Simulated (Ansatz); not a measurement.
Input for Ansatz (an electronic-structure program): R-PBE/def2-TZVPPD on HCl (SMILES Cl). Files ending in .json are basis or fitting sets from the Basis Set Exchange.

Ansatz 0.2 input:
```yaml
crystal:
  periodic: [false, false, false]
  atoms:
    - {symbol: Cl, position_ang: [-0.17401669, -0.02806795, 0.46864118]}
    - {symbol: H, position_ang: [-0.20298857, 0.22866111, 1.76144123]}
basis:
  gaussian:
    orbitals: def2-TZVPPD.json
hamiltonian:
  xc: {name: PBE}
scf: {lower_state_search: off}
```

The head of its log:

```
WARN ansatz: RAYON_NUM_THREADS=1 ignored (pool sized by the plan → 1); use --threads N
Functional definition: PBE
these checks for a lower state are left out or cut short: stability, starts, cluster_reference, orbital_swaps, neighbouring_geometries, increment
integrals: 0.01 GiB planned
383 factors; their error is unknown
mean field: 0.11 GiB planned
mean field evaluation 1: about -12534.0253 eV, gradient 1.1e1 eV
mean field evaluation 2: about -12533.9582 eV, gradient 1.4e1 eV
```

Predict the final total energy.

-460.6287 hartree.
